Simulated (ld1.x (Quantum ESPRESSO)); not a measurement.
# gold (Au): TM semilocal pseudisation with PBEsol, scalar-relativistic reference atom.

Au, norm-conserving Troullier–Martins (semilocal form), made with ld1.x (Quantum ESPRESSO) 7.5 (PBEsol, scalar-relativistic). Core [Xe] 4f14, reference 5d10 6s0 6p0 (charge +1). Waves: 6s (bound, empty): rc 1.60 bohr; 5d (bound): rc 1.90 bohr; 6p (bound, empty): rc 3.15 bohr. Local part: the p channel. Core correction: Bessel-smoothed model core inside 1.25 bohr.

Q: Estimate the cutoffs (Ry, on a coarse ladder) from which the occupation-weighted sum of valence levels, in a spherical-Bessel basis at the reference potential, stays within 10 and 1 mRy of its value at 400 Ry.

A: 45 Ry and 55 Ry.

Q: Tests: 5d10 6s1 6p0; 5d9 6s0 6p0; 5d8 6s0 6p0; 5d10 6s0 6p1; 5d9 6s2 6p0; 5d9 6s1 6p0; 5d10 6s0.5 6p0. Which has the largest error in its energy relative to the reference configuration, and how large is it?

A: 5d8 6s0 6p0, with -197 meV (all-electron minus pseudo) on +55.14 eV.
